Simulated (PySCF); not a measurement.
Mg, singlet.

PySCF was given this input:
```python
from pyscf import gto, scf, dft

mol = gto.M(
    atom='''
Mg    0.000000    0.000000    0.000000
''',
    basis='6-31g*',
    charge=0,
    spin=0,
    verbose=4,
)

mf = dft.RKS(mol)
mf.xc = 'blyp'
mf.kernel()
```

Q: What does this run give for the HOMO energy, HOMO-LUMO gap, total energy, dipole moment?

A: 
```json
{
 "HOMO energy": "-4.58 eV",
 "HOMO-LUMO gap": "3.43 eV",
 "total_energy": "-200.0636 Eh",
 "dipole_moment": "0.00 D"
}
```
